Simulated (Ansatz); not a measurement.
The same path of BFH2 + H2Se (7 atoms, charge 0, multiplicity 1) was run twice with different band settings. Lost on the way: B1–F2, H5–Se6. Made: F2–H5.

These are results of RKS B3LYP-D4/def2-SVP in Ansatz, not measurements.

Relaxed end points:

```xyz
7
Properties=species:S:1:pos:R:3
B -0.501 -1.019 0.289
F 0.691 -1.561 0.003
H -1.363 -1.080 -0.557
H -0.746 -0.786 1.451
H 0.718 1.280 -1.485
Se -0.026 1.555 -0.240
H 1.227 1.612 0.538
```

```xyz
7
Properties=species:S:1:pos:R:3
B -0.776 -0.277 0.363
F 1.225 -1.217 -1.043
H -1.588 -0.808 -0.340
H -0.357 -0.738 1.384
H 1.142 -0.290 -1.130
Se -0.293 1.522 -0.170
H 0.646 1.809 0.935
```

Common settings: movable images 7; climbing image yes; spring 5.0 eV/Å²; optimiser quadratic models (default); start path through a guess of the saddle point; iteration limit 60; end points relaxed.

| run | force threshold |
| --- | --- |
| 1 | 0.05 eV/Å |
| 2 | 0.5 eV/Å |

What does each run give, and how far can it be trusted?

Run 1: converged after 15 iterations, highest image 1.083 eV above the first end. A vibrational analysis at the climbing image gives one clearly imaginary mode, 917i cm⁻¹: a first-order saddle point.
Run 2: converged after 8 iterations, highest image 1.093 eV above the first end. The threshold of 0.5 eV/Å is loose, so the images may lie well off the minimum-energy path. The order of the stationary point at the top wasn't checked.
The orbitals stay closed-shell, which can raise the energy where a bond breaks towards radicals; this wasn't checked here.
